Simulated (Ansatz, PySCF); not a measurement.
N-methyl-N-silylethenamine (C3H9NSi), SMILES [SiH3]N(C=C)C. Atoms are numbered in the order given.

```xyz
14

C      1.7254    -1.2245     0.4155
C      1.3149     0.0502     0.3146
N      0.0405     0.4989     0.0090
C     -0.2381     1.8991     0.2522
Si    -1.2066    -0.6328    -0.4870
H      1.0504    -2.0781     0.3048
H      2.7759    -1.4414     0.6096
H      2.0433     0.8575     0.4648
H     -1.1946     2.1830    -0.2081
H     -0.2991     2.1399     1.3293
H      0.5449     2.5369    -0.1928
H     -0.7108    -1.4709    -1.6184
H     -1.6317    -1.5527     0.6150
H     -2.3727     0.1955    -0.9094
```

Geometry optimised at PBE0-D3(BJ)/def2-SVP. Other conformers were not sampled.

Two levels are set side by side: PBE-D3(BJ)/def2-SVP (Ansatz, a first-principles code) and PBE0-D3(BJ)/def2-SVP (Ansatz). Each level has its own optimised geometry; the coordinates shown are those of the second. Frequencies come from the Hessian of PySCF at each geometry. Differences are taken from unrounded values.

```csv
quantity,PBE0-D3(BJ)
mean bond length (Å),1.308
bond C1–C2 (Å),1.343
bond C2–N3 (Å),1.385
bond N3–C4 (Å),1.448
bond N3–Si5 (Å),1.756
bond C1–H6 (Å),1.094
bond C1–H7 (Å),1.090
bond C2–H8 (Å),1.098
bond C4–H9 (Å),1.099
bond C4–H10 (Å),1.105
bond C4–H11 (Å),1.104
bond Si5–H12 (Å),1.493
bond Si5–H13 (Å),1.497
bond Si5–H14 (Å),1.491
highest harmonic wavenumber (cm⁻¹),3283
mean harmonic wavenumber (cm⁻¹),1371
zero-point energy (kcal/mol),70.56
```

### Question
What does PBE-D3(BJ) give, and how far is it from PBE0-D3(BJ)? (An estimate is asked for; the answer gives what the named calculation found.)

### Answer

```tsv
quantity	PBE-D3(BJ)	PBE-D3(BJ) minus PBE0-D3(BJ)
mean bond length (Å)	1.318	0.010
bond C1–C2 (Å)	1.355	0.012
bond C2–N3 (Å)	1.394	0.008
bond N3–C4 (Å)	1.458	0.010
bond N3–Si5 (Å)	1.770	0.015
bond C1–H6 (Å)	1.102	0.008
bond C1–H7 (Å)	1.098	0.008
bond C2–H8 (Å)	1.106	0.008
bond C4–H9 (Å)	1.107	0.008
bond C4–H10 (Å)	1.114	0.009
bond C4–H11 (Å)	1.112	0.009
bond Si5–H12 (Å)	1.503	0.010
bond Si5–H13 (Å)	1.508	0.011
bond Si5–H14 (Å)	1.502	0.010
highest harmonic wavenumber (cm⁻¹)	3193	-90
mean harmonic wavenumber (cm⁻¹)	1325	-46
zero-point energy (kcal/mol)	68.18	-2.37
```

Exact exchange shortens and stiffens bonds; PBE has none. Differences between two approximate levels are no errors against the true value.
